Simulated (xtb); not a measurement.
H$_{9}$N$_{3}$Si$_{3}$, singlet, at a GFN2-xTB geometry of the parent state; GFN2-xTB run with xtb.

xtb was given this input:
```
$ xtb mol.xyz --gfn 2 --chrg 0 --uhf 0 --json

# file mol.xyz
15

Si     1.66547442    -0.48907564    -0.59819950
N      0.59418415    -1.50472773     0.32249669
Si    -1.10568783    -1.24155363     0.41227852
N     -1.39538756     0.41725957     0.77463053
Si    -0.62575011     1.72431754    -0.07751450
N      1.00420036     1.12074811    -0.34532915
H      1.74247123    -0.70119423    -2.07046356
H      3.01349731    -0.73837966    -0.04327928
H      0.87755749    -2.46913715     0.37976229
H     -1.69090226    -1.51990684    -0.97964277
H     -1.83115545    -2.19718535     1.28224697
H     -2.32319235     0.62288539     1.10713860
H     -0.75163728     2.89885584     0.81235450
H     -1.16994070     2.11228503    -1.40861257
H      1.63581267     1.84718153    -0.65399401
```

**Question.** Predict the main parts of the log of this xtb run.

**Answer.** 
```
   ID    Z sym.   atoms
    1   14 Si     1, 3, 5
    2    7 N      2, 4, 6
    3    1 H      7-15

           -------------------------------------------------
          |                Calculation Setup                |
           -------------------------------------------------

           -------------------------------------------------
          |                 G F N 2 - x T B                 |
           -------------------------------------------------

          ...................................................
          :                      SETUP                      :
          :.................................................:
          :  # basis functions                  51          :
          :  # atomic orbitals                  48          :
          :  # shells                           24          :
          :  # electrons                        36          :
          :  max. iterations                   250          :
          :  Hamiltonian                  GFN2-xTB          :
          :  restarted?                      false          :
          :  GBSA solvation                  false          :
          :  PC potential                    false          :
          :  electronic temp.          300.0000000     K    :
          :  accuracy                    1.0000000          :
          :  -> integral cutoff          0.2500000E+02      :
          :  -> integral neglect         0.1000000E-07      :
          :  -> SCF convergence          0.1000000E-05 Eh   :
          :  -> wf. convergence          0.1000000E-03 e    :
          :  Broyden damping             0.4000000          :
          :  net charge                          0          :
          :  unpaired electrons                  0          :
          ...................................................

 iter      E             dE          RMSdq      gap      omega  full diag
   1    -18.7606936 -0.187607E+02  0.701E+00    5.18       0.0  T
   2    -18.8615103 -0.100817E+00  0.476E+00    4.67       1.0  T
   3    -18.8673390 -0.582868E-02  0.288E+00    4.79       1.0  T
   4    -18.8653658  0.197325E-02  0.851E-01    4.50       1.0  T
   5    -18.8685317 -0.316595E-02  0.471E-01    4.76       1.0  T
   6    -18.8690299 -0.498171E-03  0.118E-01    4.69       1.0  T
   7    -18.8690454 -0.154469E-04  0.628E-02    4.72       1.0  T
   8    -18.8690602 -0.148840E-04  0.289E-02    4.71       1.0  T
   9    -18.8690643 -0.405489E-05  0.719E-03    4.71       3.6  T
  10    -18.8690643  0.324553E-07  0.362E-03    4.70       7.1  T
  11    -18.8690643 -0.562725E-07  0.121E-03    4.71      21.3  T
  12    -18.8690643 -0.656650E-08  0.284E-04    4.71      91.0  T
  13    -18.8690643 -0.294165E-09  0.148E-04    4.71     175.0  T

   *** convergence criteria satisfied after 13 iterations ***

         :::::::::::::::::::::::::::::::::::::::::::::::::::::
         ::                     SUMMARY                     ::
         :::::::::::::::::::::::::::::::::::::::::::::::::::::
         :: total energy             -18.683754303806 Eh    ::
         :: gradient norm              0.039530954607 Eh/a0 ::
         :: HOMO-LUMO gap              4.705474783752 eV    ::
         ::.................................................::
         :: SCC energy               -18.869025392548 Eh    ::
         :: -> isotropic ES            0.076202079082 Eh    ::
         :: -> anisotropic ES          0.008902731586 Eh    ::
         :: -> anisotropic XC          0.000299093940 Eh    ::
         :: -> dispersion             -0.013956037910 Eh    ::
         :: repulsion energy           0.185271088742 Eh    ::
         :: add. restraining           0.000000000000 Eh    ::
         :: total charge              -0.000000000000 e     ::
         :::::::::::::::::::::::::::::::::::::::::::::::::::::

           -------------------------------------------------
          |                Property Printout                |
           -------------------------------------------------

    * Orbital Energies and Occupations

         #    Occupation            Energy/Eh            Energy/eV
      -------------------------------------------------------------
         1        2.0000           -0.7475128             -20.3409
       ...           ...                  ...                  ...
         6        2.0000           -0.5334404             -14.5157
         7        2.0000           -0.4729904             -12.8707
         8        2.0000           -0.4614888             -12.5577
         9        2.0000           -0.4566130             -12.4251
        10        2.0000           -0.4396176             -11.9626
        11        2.0000           -0.4334770             -11.7955
        12        2.0000           -0.4260885             -11.5945
        13        2.0000           -0.4239351             -11.5359
        14        2.0000           -0.4133579             -11.2480
        15        2.0000           -0.4075217             -11.0892
        16        2.0000           -0.3775747             -10.2743
        17        2.0000           -0.3702883             -10.0761
        18        2.0000           -0.3672944              -9.9946 (HOMO)
        19                         -0.1943713              -5.2891 (LUMO)
        20                         -0.1725923              -4.6965
        21                         -0.1499531              -4.0804
        22                         -0.1454068              -3.9567
        23                         -0.1350267              -3.6743
        24                         -0.1315540              -3.5798
        25                         -0.1106874              -3.0120
        26                         -0.1081584              -2.9431
        27                         -0.0844042              -2.2968
        28                         -0.0475582              -1.2941
        29                         -0.0148892              -0.4052
       ...                                ...                  ...
        48                          0.8566476              23.3106
      -------------------------------------------------------------
                  HL-Gap            0.1729230 Eh            4.7055 eV
             Fermi-level           -0.2808329 Eh           -7.6419 eV

     #   Z          covCN         q      C6AA      α(0)
     1  14 Si       3.652     0.529    96.792    18.862
     2   7 N        2.500    -0.433    31.375     8.318
     3  14 Si       3.739     0.540    96.043    18.759
     4   7 N        2.500    -0.433    31.375     8.318
     5  14 Si       3.652     0.529    96.792    18.862
     6   7 N        2.498    -0.438    31.510     8.336
     7   1 H        0.910    -0.106     5.786     3.763
     8   1 H        0.914    -0.105     5.727     3.743
     9   1 H        0.862     0.132     1.528     1.936
    10   1 H        0.889    -0.145     7.477     4.279
    11   1 H        0.913    -0.116     6.144     3.877
    12   1 H        0.862     0.132     1.528     1.936
    13   1 H        0.914    -0.105     5.727     3.743
    14   1 H        0.910    -0.106     5.786     3.763
    15   1 H        0.862     0.124     1.590     1.975

 Mol. C6AA /au·bohr⁶  :       4133.680634
 Mol. C8AA /au·bohr⁸  :     151800.909840
 Mol. α(0) /au        :        110.471161

Wiberg/Mayer (AO) data.
largest (>0.10) Wiberg bond orders for each atom

 ---------------------------------------------------------------------------
     #   Z sym  total        # sym  WBO       # sym  WBO       # sym  WBO
 ---------------------------------------------------------------------------
     1  14 Si   3.863 --     6 N    1.045     2 N    1.038     8 H    0.870
                             7 H    0.868
     2   7 N    3.277 --     3 Si   1.053     1 Si   1.038     9 H    0.979
     3  14 Si   3.855 --     4 N    1.053     2 N    1.053    11 H    0.865
                            10 H    0.864
     4   7 N    3.277 --     3 Si   1.053     5 Si   1.038    12 H    0.979
     5  14 Si   3.863 --     6 N    1.045     4 N    1.038    13 H    0.870
                            14 H    0.868
     6   7 N    3.264 --     5 Si   1.045     1 Si   1.045    15 H    0.981
     7   1 H    0.989 --     1 Si   0.868
     8   1 H    0.989 --     1 Si   0.870
     9   1 H    0.982 --     2 N    0.979
    10   1 H    0.979 --     3 Si   0.864
    11   1 H    0.987 --     3 Si   0.865
    12   1 H    0.982 --     4 N    0.979
    13   1 H    0.989 --     5 Si   0.870
    14   1 H    0.989 --     5 Si   0.868
    15   1 H    0.984 --     6 N    0.981
 ---------------------------------------------------------------------------

Topologies differ in total number of bonds
Writing topology from bond orders to xtbtopo.mol

molecular dipole:
                 x           y           z       tot (Debye)
 q only:        0.062       0.092      -0.115
   full:        0.037       0.069      -0.129       0.383
molecular quadrupole (traceless):
                xx          xy          yy          xz          yz          zz
 q only:        1.040      -1.088       1.502      -1.733      -0.611      -2.542
  q+dip:        0.162      -1.947       0.689      -1.794      -1.080      -0.851
   full:        1.772      -1.107       2.817      -3.346      -1.537      -4.589

           -------------------------------------------------
          | TOTAL ENERGY              -18.683754303806 Eh   |
          | GRADIENT NORM               0.039530954607 Eh/α |
          | HOMO-LUMO GAP               4.705474783752 eV   |
           -------------------------------------------------

normal termination of xtb
```
